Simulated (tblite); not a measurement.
Start geometry of `O=Cc1[c]cco1` [radical] from a force field or distance geometry (Å):
```
atom  x, y, z in Å
O1     2.837    0.918    0.248
C2     2.042    0.016   -0.028
C3     0.625    0.102    0.028
C4    -0.225    1.158    0.340
C5    -1.547    0.659    0.221
C6    -1.435   -0.650   -0.187
O7    -0.122   -0.995   -0.306
H8     2.443   -0.971   -0.316
H9    -2.460    1.198    0.387
H10   -2.149   -1.430   -0.408
```

Q: What comes out of this run: GFN2-xTB geometry optimisation, gas phase (tblite 0.8.0)?

A: 
```
atom  x, y, z in Å
O1     2.826    0.921    0.246
C2     2.069    0.023   -0.018
C3     0.625    0.106    0.020
C4    -0.244    1.118    0.336
C5    -1.554    0.659    0.213
C6    -1.409   -0.647   -0.182
O7    -0.124   -0.991   -0.302
H8     2.426   -0.979   -0.321
H9    -2.463    1.194    0.386
H10   -2.143   -1.400   -0.400
```

The energy falls by 0.108 eV over 11 L-BFGS steps, the largest force on an atom goes from 2.48 to 0.009 eV/Å, and the atoms move by 0.023 Å rms after alignment. Among the bonds, O1=C2 and C6–O7 change most and about equally (-0.029 to -0.028 Å). Bonds longer at the end by more than 0.005 Å: 1 of 10; shorter: 5. Among the angles that change most is O1–C2–H8, from 118.6° to 122.2°. Rotational constants go from 8818, 2036, 1654 to 9017, 2040, 1664 MHz. The orientation of the end geometry is arbitrary; only internal coordinates are fixed.

The run took 0.13 s on an Intel Xeon at 2.50 GHz with one thread, on a shared host.

Its GFN2-xTB frequencies are all real (lowest 146 cm⁻¹). 2 starts were optimised and ended at 0.00 and 0.81 kcal/mol (GFN2-xTB); the lowest of these is shown.

One conformer stands for the species.

These are computed values.
